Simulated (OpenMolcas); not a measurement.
Se³⁺: effect of the basis set

| Item | Value |
| --- | --- |
| Program | OpenMolcas |
| Method | SS-RASPT2, IPEA 0.25 Eh, imaginary shift 0.1 Eh (closed shells correlated: 3d) |
| Active space | 3 electrons in 9 orbitals (RAS2 4s 4p; RAS3 4d, at most 2 electrons) |
| State averaging | 2S+1 = 4 odd, 1 root; 2S+1 = 2 odd, 11 roots; 2S+1 = 4 even, 3 roots; 2S+1 = 2 even, 9 roots |
| Spin-orbit coupling | RASSI with atomic mean-field integrals over the reference wave functions, term energies averaged over their components |

A. ANO-RCC-VTZP [6s5p3d1f], DKH2, point nucleus; CASPT2 step about 17 core-seconds
B. ANO-RCC-VQZP [7s6p4d2f1g], DKH2, point nucleus; CASPT2 step roughly 14 core-seconds
C. ANO-R2 [6s6p4d3f1g], X2C, finite nucleus; CASPT2 step roughly 15 core-seconds
D. ANO-RCC [9s8p6d4f2g], DKH2, point nucleus; CASPT2 step of the order of 40 core-seconds

Energies in cm⁻¹ above 4s² 4p ²P°_1/2, the measured ground level; measured values from Moore, Atomic Energy Levels, vol. II, NSRDS-NBS 35 (1971 reprint of NBS Circular 467, 1952).

```json
{"Level": "4s² 4p ²P°_1/2", "A": "0.0", "B": "0.0", "C": "0.0", "D": "0.0", "Measured": "0.0"}
{"Level": "4s² 4p ²P°_3/2", "A": "3920", "B": "3820", "C": "3830", "D": "3880", "Measured": "4376"}
{"Level": "4s 4p² ⁴P_1/2", "A": "75960", "B": "76540", "C": "78040", "D": "77340", "Measured": ""}
{"Level": "4s 4p² ⁴P_3/2", "A": "77490", "B": "78020", "C": "79520", "D": "78850", "Measured": ""}
{"Level": "4s 4p² ⁴P_5/2", "A": "79680", "B": "80160", "C": "81640", "D": "81000", "Measured": ""}
{"Level": "4s 4p² ²D_3/2", "A": "102180", "B": "102280", "C": "103270", "D": "102760", "Measured": "104211"}
{"Level": "4s 4p² ²D_5/2", "A": "102470", "B": "102560", "C": "103570", "D": "103070", "Measured": "104706"}
{"Level": "4s 4p² ²S_1/2", "A": "129010", "B": "128400", "C": "128260", "D": "128260", "Measured": "128787"}
{"Level": "4s 4p² ²P_1/2", "A": "138330", "B": "137280", "C": "135080", "D": "136360", "Measured": "136134"}
{"Level": "4s 4p² ²P_3/2", "A": "140510", "B": "139390", "C": "137050", "D": "138460", "Measured": "138354"}
```

Deviations, from unrounded energies. A percentage is the sum of absolute deviations over the sum of measured energies, with the sign that they share, or ± where signs differ.

```csv
Against measurement,Levels,A,B,C,D
mean absolute deviation (cm-1),6,1500,1200,920,740
fine structure of the ground term (%),1,-10.4,-12.7,-12.4,-11.3
other configurations (%),5,±1.4,±1.1,-0.8,±0.6
```

D lies closest to measurement on these levels and A furthest from it. The largest miss of D in the table is 4s 4p² ²D_5/2, by -1600 cm-1. The ranking rests on the paired levels alone, and a cruder setting can come out closer through cancelling errors.

Among A to D the level of the table that moves most is 4s 4p² ²P_3/2, by 3500 cm-1 (lowest in C, highest in A). Moves below CASPT2's spread within the term are not significant.

Active for correlation alone: 4d; no level in the range computed is led by a configuration that fills it, so any true level of that kind is missing. Measured partners are found by configuration, term and J. A level has none where our copy of the source lacks it or the pairing is in doubt (some pairs that miss far off the trend of their configuration count as doubtful), and it then counts in no deviation. Only configurations of the active space appear. Levels that lie high or do not pair safely by name in every column are left out.

° marks odd parity.
